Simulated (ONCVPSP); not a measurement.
**As: one change to an ONCV potential, before and after**

```json
{"Element": "arsenic", "Generator": "ONCVPSP 4.0.1", "Type": "optimised norm-conserving Vanderbilt (ONCV)", "Functional": "LDA (Perdew-Zunger)", "Relativity": "fully relativistic", "Frozen core": "[Ar] 3d10", "Valence charge": "5", "Reference configuration": "4s1 4p4", "Partial waves": "4s: rc 1.35 bohr, ncon 5, nbas 9, qcut 4.8 1/bohr, 2 projectors, debl 0.6 Ha; 4p: rc 1.60 bohr, ncon 5, nbas 9, qcut 4.9 1/bohr, 2 projectors, debl 0.3 Ha", "Local potential": "polynomial inside 1.30 bohr (lpopt 5, dvloc0 0 Ha)", "Core correction": "Teter function, parameters optimised by the program"}
```

Open shells are filled in proportion to 2j + 1.

Change: p: rc 1.35, qcut 5.8, nproj 0; local potential the p channel.

Cutoffs: the cutoffs (Ha) at which the residual kinetic energy of the hardest occupied pseudo-wave falls to 1 and 0.1 mHa per electron; they do not see the model core or the augmentation charge, which bear on the density cutoff. Errors are all-electron minus pseudo energies relative to the spin-unpolarised reference configuration.

Q: Predict the effect on cutoff, ghosts and configuration errors.

A: The potential gets harder (103 Ha and 125 Ha → 125 Ha and 146 Ha); the bound ghosts move from p, s to s; the lowest positive-energy flag moves from none to s at 39.7 eV; the miss of the reference levels goes from 0.00 to 0.21 eV; of the 4 tests that both files solve, the error grows in 0 and shrinks in 2 by more than 15 % and 0.3 meV (median size 188.2 → 156.2 meV); the range in which the s phases agree narrows (upper end at the end of the scan → 1.0). In the separable form a ghost depends on how the local part lies against the semilocal potential of the channel, so the choice of the local part can create or remove one. In the changed file the local p channel has no projectors, so it cannot carry the spin–orbit splitting, and the file is wrong for that shell.

```tsv
quantity	base	changed
cutoff, loose	103 Ha	125 Ha
cutoff, tight	125 Ha	146 Ha
loose cutoff by channel	s 103 Ha, p 8.9 Ha	s 103 Ha, p 125 Ha
bound ghosts	s, p3/2	s
GHOST(+) flags under 300 eV	none	s at 39.7 eV
largest miss of a reference level, eV	0.00	0.21
error for 4s2 4p3, meV [ΔE -9.48 eV]	-9.7	+0.3
error for 4s2 4p2, meV [ΔE -0.15 eV]	-66	-45
error for 4s2 4p1, meV [ΔE 18.02 eV]	-310	-267
error for 4s1 4p0, meV [ΔE 97.18 eV]	-1878	-1812
s: phases at 1.37 bohr within 0.05 rad from the reference energy up to (Ha; the scan ends near 5)	to the end of the scan	1.0
rms error of d²Exc/dni dnj with the model core, mHa	0.19	0.23
```

 A true bound ghost makes a file unfit for plane-wave use even where its test errors are small: the radial tests pick states by their node count and pass the ghost by.
